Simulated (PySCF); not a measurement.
Isomers of C6H9FSi. Method: TDDFT B3LYP/def2-SVPD, vertical, gas phase, core orbitals frozen in the response (PySCF 2.14.0, density-fitted response routines). Geometries: GFN2-xTB; one conformer of each isolated species. Triplets are in the Tamm–Dancoff approximation.

A. `C#C[C@@H]1C[SiH2][C@@H](F)C1`
B. `CC1=C[SiH2]C(CF)=C1`
C. `CCC1=C[SiH2]C=C1F`
D. `C#C[C@H]1C[C@@H](F)[SiH2]C1`

Lowest singlet levels (six at most, fewer where fewer were computed) with oscillator strengths:

1. 297 nm (f 0.067); 227 nm (f 0.001); 218 nm (f 0.000); 217 nm (f 0.000); 202 nm (f 0.030); 201 nm (f 0.002); T1 2.67 eV
2. 189 nm (f 0.003); 186 nm (f 0.010); 185 nm (f 0.010); 178 nm (f 0.016); 177 nm (f 0.052); 174 nm (f 0.037); T1 5.50 eV
3. 190 nm (f 0.005); 187 nm (f 0.025); 185 nm (f 0.006); 181 nm (f 0.037); 177 nm (f 0.030); 177 nm (f 0.022); T1 5.50 eV
4. 285 nm (f 0.046); 217 nm (f 0.001); 214 nm (f 0.008); 207 nm (f 0.001); 202 nm (f 0.074); 192 nm (f 0.017); T1 2.76 eV

Task: Which spectrum belongs to which structure?

Result: 1 = B, 2 = A, 3 = D, 4 = C.
- A: S1 at 6.56 eV, HOMO-1→LUMO (19%), HOMO→LUMO+2 (15%), HOMO→LUMO+1 (15%); Löwdin shares by element: HOMO carbon 84% or more (atoms not listed hold the other 16%); LUMO silicon 33%, hydrogen 21% or more, carbon 9% or more (atoms not listed hold the other 36%); HOMO -7.52 and LUMO 0.06 eV.
- B: S1 at 4.18 eV, HOMO→LUMO (98%); Löwdin shares by element: HOMO carbon 81% or more (atoms not listed hold the other 19%); LUMO carbon 70% or more (atoms not listed hold the other 30%); HOMO -6.30 and LUMO -1.57 eV; point group Cs, 2 of its 6 listed states under f = 0.0005.
- C: S1 at 4.35 eV, HOMO→LUMO (98%); Löwdin shares by element: HOMO carbon 82% or more (atoms not listed hold the other 18%); LUMO carbon 70% or more (atoms not listed hold the other 30%); HOMO -6.49 and LUMO -1.63 eV.
- D: S1 at 6.52 eV, HOMO-1→LUMO (36%), HOMO→LUMO (24%), HOMO-1→LUMO+3 (10%); Löwdin shares by element: HOMO carbon 85% or more; LUMO silicon 26%, carbon 17% or more, hydrogen 9% or more (atoms not listed hold the other 48%); HOMO -7.59 and LUMO -0.11 eV.
A and D have S1 within 0.05 eV of each other; their strongest listed levels stand at 7.02 eV (f 0.052) and 6.84 eV (f 0.037).
